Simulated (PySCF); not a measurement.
Dipole moment and polarisability of `N#Cc1ccccn1`

Species: C6H4N2.
Structure used (PBE0-D3(BJ)/def2-SVP), in Å, numbered top down from 1:
```
atom  x, y, z in Å
N1     3.5583   -0.5350   -0.1046
C2     2.4068   -0.4179   -0.0653
C3     0.9769   -0.2301   -0.0119
C4     0.4593    1.0619    0.1452
C5    -0.9234    1.2081    0.1929
C6    -1.7196    0.0721    0.0829
C7    -1.0958   -1.1684   -0.0712
N8     0.2204   -1.3242   -0.1190
H9     1.1313    1.9175    0.2266
H10   -1.3707    2.1970    0.3143
H11   -2.8087    0.1394    0.1153
H12   -1.6949   -2.0812   -0.1600
```

Level: wB97X-D/def2-SVPD (PySCF), static field, nuclei fixed, core orbitals frozen in the response. The polarisability tensor in these axes (au):

```
x   113.07  -2.98  -1.85
y    -2.98  77.75   3.64
z    -1.85   3.64  46.55
```

Task: Give the principal values, the mean and the anisotropy Δα = √{½[(α1 − α2)² + (α2 − α3)² + (α1 − α3)²]}.

Result: Principal values 46.10, 77.88 and 113.39 au; mean 79.12 au = 11.72 Å³ = 13.05 × 10⁻⁴⁰ C²·m²/J; Δα = 58.30 au (74 % of the mean).

Task: What is the dipole moment, and where does it point?

Result: (-5.32, 2.61, 0.42) D, 5.94 D in size, pointing from the negative to the positive side. Measured along this direction, the outermost atoms are N1 at the negative end and H11 at the positive end.

Task: How large is μ²/3kT at 298 K beside α?

Result: In Gaussian units μ²/3kT = 285.62 Å³ against 11.72 Å³, a ratio of 24.36; the Debye molar polarisation (4π/3)N_A(α + μ²/3kT) is 750.1 cm³/mol, leaving out the vibrational part.

Task: Find the Langevin capture rate constant for H3+ (3.023 u) meeting this molecule (104.037 u), k = 2.342 × 10⁻⁹ cm³/s × √(α in Å³ / reduced mass in u).

Result: The reduced mass is 2.94 u, so k = 4.68 × 10⁻⁹ cm³/s. The formula leaves out the permanent dipole, which adds to the capture rate.

Task: Refractivity n − 1 of an ideal gas of it at 500 K and 1 atm, from the electronic α?

Result: N = p/kT = 1.4678 × 10¹⁹ cm⁻³, so n − 1 = 2π × N × 11.72 × 10⁻²⁴ cm³ = 1081 × 10⁻⁶ at long wavelengths.

Task: Give the eigenvalues of the traceless quadrupole moment Θ = ½Σq(3rr − r²1), origin at the centre of nuclear charge.

Result: -8.53, 0.46, 8.07 D·Å. The values depend on the origin, since the dipole doesn't vanish. The electronic extent ⟨r²⟩ about the same centre is 882 bohr², a root-mean-square distance of 2.14 Å for the 54 electrons.

Task: Directions of the eigenvectors, and the extent of the frame along each?

Result: Largest value along (1.00, -0.09, -0.03), where the nuclei span 6.41 Å; middle along (0.09, 0.99, 0.11), 4.32 Å; least along (0.02, -0.11, 0.99), 0.00 Å. The response follows the extents in order.

Isolated species at its PBE0-D3(BJ)/def2-SVP geometry, gas phase.
